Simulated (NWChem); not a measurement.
System: CH4FNOW; SMILES [CH3][W](=[NH])(=[O])[F]

```xyz
9

W      0.0480     0.0422     0.0160
O      0.9120    -0.3527     1.4268
N      1.0288    -0.3117    -1.3835
H      1.9120    -0.6250    -1.7772
F     -0.6601     1.7828    -0.0329
C     -1.4648    -1.4186    -0.0876
H     -1.0536    -2.4392    -0.0775
H     -2.0423    -1.2881    -1.0179
H     -2.1350    -1.3031     0.7818
```
Atoms are numbered in this order, from 1.

Computed with NWChem. Medium grid unless said otherwise, to which SCAN and Minnesota functionals are sensitive. Structure relaxed at the PBE0/def2-SVP level. No frequency run checked for a minimum. def2 effective core potentials on W; no spin-orbit coupling.

**Question.** Order these by “highest occupied level (eV)”, lowest first: LRC-wPBEh/def2-SVP; B3LYP/def2-SVP; MPW1K/def2-SVP; M06/def2-SVP; PBE/def2-SVP.

**Answer.** LRC-wPBEh/def2-SVP (-10.16), MPW1K/def2-SVP (-9.43), M06/def2-SVP (-8.46), B3LYP/def2-SVP (-8.02), PBE/def2-SVP (-6.82)
